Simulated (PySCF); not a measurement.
## A thermochemical cycle for RbF

CCSD(T) in PySCF with def2-SVP on every atom (core potentials on Rb), for the lowest determinant that a PBE0 search found; no spin–orbit coupling. RbF, a singlet (closed shell), has De = 3.95 eV to neutral atoms, and RbF⁺, a doublet (π ↑), has De = 0.15 eV to Rb⁺ + F.

The adiabatic ionisation energy of RbF, between the minima, is 7.87 eV.

Which ionisation energy of the Rb atom does this level give?

IE(Rb) = IE(molecule) + De(ion) − De(neutral) = 7.87 + 0.15 − 3.95 = 4.07 eV; the measured value is 4.177 eV (NIST ASD).

Correlated steps freeze 1 core orbital. Weak bonds: RbF⁺. Basis-set superposition, not corrected here, can be much of De in a small basis, most of all at correlated wavefunction levels. Spin–orbit coupling is left out. For an ion De counts to the pair picked by the measured ionisation energies or electron affinities, which need not be the lowest pair at this level. Where the molecule has an RHF reference, its open-shell atoms are computed with UHF. States were picked by a PBE0 search and need not be the measured ground states.
